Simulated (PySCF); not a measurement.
## Structure from NMR data

The spectra below were simulated for a compound C2H10B3N3.

1H NMR (400 MHz, computed): δ 5.64 (br s, 2H), 4.84 (br, 2H), 4.72 (br, 1H), 3.32 (q, J = 8.0 Hz, 2H), 1.13 (t, J = 8.0 Hz, 3H).

13C{1H} NMR (computed): δ 49.5 (CH2), 23.6 (CH3).

- spin–spin couplings from B3LYP/pcJ-1 (spin–dipole term only in couplings to heteroatoms)
- GIAO PBE0/pcSseg-1 shieldings
- PBE0-D3(BJ)/def2-SVP geometry
- code: PySCF
- gas phase, non-relativistic Hamiltonian, a single conformation, one averaged value for each set of equivalent atoms

δ = σ(ref) − σ, references computed at the same level: TMS for 1H and 13C.

Deduce the structure.

Results:


2 carbon signals for 2 carbons: no two carbons are equivalent. Carbon types of the structure: 1 × CH2, 1 × CH3, leaving 5 H on heteroatoms. δC 49.5: sp3 CH2 bonded to N; the inductive effect lowers its shielding. δC 23.6: methyl carbon; saturated and bonded to C and H only. δH 5.64: hydrogen on a nitrogen bonded to 2 B, in a 6-membered ring; exchangeable, gas-phase position. δH 4.84, 4.72: hydrogen on a boron bonded to 2 N, in a 6-membered ring. δH 3.32: hydrogen on an sp3 CH2 bonded to N; its carbon carries N, hence the downfield position. δH 1.13: hydrogen on a methyl carbon. The protons at 1.13 and 3.32 share a coupling of 8.0 Hz (vicinal).

The compound is `InChI=1S/C2H10B3N3/c1-2-8-4-6-3-7-5-8/h3-7H,2H2,1H3`.

The data come from this structure; uniqueness wasn't tested.

OH and NH positions are those of a molecule without intermolecular hydrogen bonds; in solution they move with solvent, concentration and temperature, and exchange usually removes their couplings. Hydrogens on boron are broadened and split by 11B (spin 3/2, 80 %) and 10B (spin 3). Multiplet labels drop couplings under 1 Hz and merge nearly equal ones. Couplings among chemically equivalent protons are left out too, so labels in AA′BB′ or AA′XX′ sets are apparent multiplicities. Unscaled 3J(H,H) at this level run about 10 % above measured values. Shifts are as computed. Against solution values, carbons near 30 ppm lie about +2 ppm off and those near 130 ppm about +5 ppm. Of 1313 compounds with measured shifts, 239 miss one by over three times the rms of a fit or turn the order of signals round; such compounds aren't used in these exercises. Couplings to exchangeable protons are dropped.
